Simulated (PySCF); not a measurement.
**State search for CaSb⁻**

Unrestricted PBE0; basis Ca def2-SVPD, Sb def2-SVPD with ECP28; scalar-relativistic core potentials; PySCF 2.14. Outer shells of the fragments: Ca 4s2; Sb− 4d10 5s2 5p4.

Followed along the bond (rough minima from three points):

```json
{"2Ms+1": "3", "unpaired": "σ ↑, π ↑", "⟨S²⟩ at the start": "2.02", "R at minimum (Å)": "2.93", "Te (eV)": "0.00"}
{"2Ms+1": "1", "unpaired": "σ ↓, π ↑", "⟨S²⟩ at the start": "1.02", "R at minimum (Å)": "2.91", "Te (eV)": "0.07"}
```

Solutions found at the starting distance of 3.055 Å, counted from the lowest of them; the search is not exhaustive and high or unbound solutions are not listed, so other states can lie among these:

```json
{"2Ms+1": "3", "unpaired": "σ ↑, π ↑", "term": "³Π", "E (eV)": "0.00", "⟨S²⟩": "2.02", "⟨Lz²⟩": "1.02", "μ (D)": "2.68"}
{"2Ms+1": "1", "unpaired": "σ ↓, π ↑", "term": "mixed", "E (eV)": "0.09", "⟨S²⟩": "1.02", "⟨Lz²⟩": "1.02", "μ (D)": "2.05"}
```

A term symbol is given only where ⟨S²⟩ and ⟨Lz²⟩ are close to those of a pure state; real π, δ and φ orbitals otherwise mix terms. A positive dipole points towards Sb; it is taken about the centre of mass and depends on that origin.

Spin–orbit coupling is left out.
